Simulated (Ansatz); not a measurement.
carbazole (C12H9N), SMILES c1ccc2c(c1)[nH]c1ccccc12. Atoms are numbered in the order given.

```xyz
22

C      0.0000     3.4318    -0.1993
C      0.0000     3.0473     1.1550
C      0.0000     1.6995     1.5126
C      0.0000     0.7258     0.5049
C      0.0000     1.1333    -0.8604
C      0.0000     2.4841    -1.2233
N      0.0000     0.0000    -1.6566
C      0.0000    -1.1333    -0.8604
C      0.0000    -2.4841    -1.2233
C      0.0000    -3.4318    -0.1993
C      0.0000    -3.0473     1.1550
C      0.0000    -1.6995     1.5126
C      0.0000    -0.7258     0.5049
H      0.0000     4.4940    -0.4557
H      0.0000     3.8153     1.9315
H      0.0000     1.4045     2.5646
H      0.0000     2.7887    -2.2724
H      0.0000     0.0000    -2.6667
H      0.0000    -2.7887    -2.2724
H      0.0000    -4.4940    -0.4557
H      0.0000    -3.8153     1.9315
H      0.0000    -1.4045     2.5646
```
Charge 0, spin multiplicity 1.

Coordinates come from a B3LYP-D3(BJ)/def2-SVP optimisation.

Two levels are set side by side: PBE-D3(BJ)/def2-SVP (Ansatz, a first-principles code) and B3LYP-D3(BJ)/def2-SVP (Ansatz). Each level has its own optimised geometry; the coordinates shown are those of the second. Differences are taken from unrounded values.

```
quantity              B3LYP-D3(BJ)  PBE-D3(BJ)  PBE-D3(BJ) minus B3LYP-D3(BJ)
--------------------  ------------  ----------  -----------------------------
mean bond length (Å)         1.284       1.290                          0.006
bond C1–C2 (Å)               1.408       1.414                          0.006
bond C1–C6 (Å)               1.395       1.402                          0.006
bond C2–C3 (Å)               1.394       1.401                          0.006
bond C3–C4 (Å)               1.401       1.408                          0.006
bond C4–C5 (Å)               1.425       1.433                          0.008
bond C4–C13 (Å)              1.452       1.452                          0.000
bond C5–C6 (Å)               1.399       1.405                          0.006
bond C5–N7 (Å)               1.385       1.387                          0.002
bond N7–C8 (Å)               1.385       1.387                          0.002
bond C8–C9 (Å)               1.399       1.405                          0.006
bond C8–C13 (Å)              1.425       1.433                          0.008
bond C9–C10 (Å)              1.395       1.402                          0.006
bond C10–C11 (Å)             1.408       1.414                          0.006
bond C11–C12 (Å)             1.394       1.401                          0.006
bond C12–C13 (Å)             1.401       1.408                          0.006
bond C1–H14 (Å)              1.093       1.101                          0.008
```

Exact exchange shortens and stiffens bonds; PBE has none. Differences between two approximate levels are no errors against the true value.
